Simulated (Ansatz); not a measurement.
`[SiH3][SiH2][GeH2][GeH2][SiH2][GeH3]` + `B[SiH2]N` → `B[SiH2]N[SiH3]` + `[SiH3][GeH2][GeH2][SiH2][GeH3]`  (cleavage of the Si–Si bond)

Computed with Ansatz on PBE0-D4/def2-TZVP structures; ΔE is electronic, products minus reactants. CCSD(T)/CBS adds triple-zeta CCSD(T) − MP2 to the extrapolated MP2 energy (def2 sets, frozen cores). DFT in def2-TZVPP. B3LYP here is the variant with VWN-RPA as its local correlation; programs differ in this. For Ge outer-core shells are correlated without core-valence functions, which leaves a few kJ/mol of doubt a bond. Scalar relativity is left out up to krypton. One conformer a species, not always the lowest.

```csv
level,ΔE (kcal/mol),difference from CCSD(T)/CBS
revPBE-D4,-6.4,4.0
r2SCAN-D4,-9.0,1.4
r2SCAN0-D4,-9.5,0.9
BHLYP-D4,-11.6,-1.2
ωB97X-V,-10.2,0.2
ωB97M-V,-11.2,-0.8
B3LYP,-11.6,-1.2
r2SCANh,-9.7,0.7
CCSD/def2-SVP,-11.3,-0.9
CCSD(T)/def2-SVP,-10.8,-0.4
SCS-MP2/def2-TZVPP,-13.1,-2.7
CCSD/def2-TZVPP,-11.4,-1.0
CCSD(T)/def2-TZVPP,-10.6,-0.2
HF/CBS(def2),-16.7,-6.3
MP2/CBS(def2),-11.7,-1.3
CCSD/CBS(def2),-11.2,-0.8
CCSD(T)/CBS,-10.4,0
```

Largest T1 diagnostic among the species: 0.013.

The D4 term adds +1.6 kcal/mol with B3LYP and +1.1 kcal/mol with PBE0; it sums over pairs of atoms, weighted by their polarisabilities, and B3LYP, whose exchange is more repulsive, gets the larger term. In def2-TZVPP, CCSD(T) changes the Hartree–Fock value by +5.6 kcal/mol (the triples alone add +0.8 kcal/mol) and MP2 by +4.3 kcal/mol.
